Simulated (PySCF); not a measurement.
Members of the series CXY, Y = amino; each row names its spin state. Gas-phase values, no solvent. One relaxed conformer stands for each flexible species; it need not be the lowest. Strings in code marks are SMILES.

The numbers are results of PBE-D3(BJ)/def2-TZVP // PBE0-D3(BJ)/def2-TZVP run with PySCF, not measurements. 

A: X = boryl, multiplicity 1 (`B[C]N` (lower singlet))
B: X = H, multiplicity 3 (`[CH]N` (excited triplet))
C: X = amino, multiplicity 1 (`[C](N)N` (lower singlet))

Task: Pick the species with the lowest dipole moment.

Result: B (1.73 D); next is C (2.75 D).
